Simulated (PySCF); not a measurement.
# Computed properties of Sn(Br)(OH)3 (BrH₃O₃Sn), SMILES [OH][Sn]([OH])([OH])[Br]

BrH₃O₃Sn, SMILES [Br][Sn]([OH])([OH])[OH]. Coordinates come from a r2SCAN-D4/def2-SVP optimisation. The structure was generated by enumeration; whether it is a known compound was not checked. The def2 effective core potentials stand for the cores of Sn; spin–orbit coupling is left out. Other conformers were not sampled. All values are computed for the isolated molecule unless a solvent is named; none is compared with measurement here.

**Structure.** All 18 harmonic modes at r2SCAN-D4/def2-SVP (PySCF) are real, so it is a minimum. With heavy atoms numbered as in [OH:1][Sn:2]([OH:3])([OH:4])[Br:5], the shortest bond between them is Sn2–O4 at 1.968 Å and the longest Sn2–Br5 at 2.497 Å.

**Vibrations.** The strongest infrared lines (harmonic, unscaled, degenerate partners summed) lie at 3820 cm⁻¹ (129 km/mol, H 94 %), 3820 cm⁻¹ (129 km/mol, H 94 %), 186 cm⁻¹ (115 km/mol, O 57 %, H 29 %, Br 13 %). The softest mode is at 27 cm⁻¹ and the zero-point energy is 24.6 kcal/mol.

**Electronic structure.** HF/def2-TZVP (PySCF) places the frontier levels at -12.05 and 1.20 eV, a gap of 13.25 eV, and gives a dipole moment of 1.88 D and a mean polarisability of 59.9 bohr³. PBE/def2-TZVP (PySCF) at the same geometry gives -7.48 and -3.36 eV, so its gap is 9.13 eV narrower. An orbital gap is neither the optical nor the fundamental gap.

**Excitations.** TDA-M06-2X/def2-SVPD (PySCF) has S1 at 5.63 eV (220 nm, f = 0.021, weak); the most intense of the 10 singlets computed lies at 7.33 eV (f = 0.26). T1 (TDA) is at 5.22 eV, 0.41 eV under S1. TDA-PBE/def2-SVPD (PySCF) puts S1 at 4.23 eV. No vertical singlet excitation falls in the visible range (under 3.1 eV).
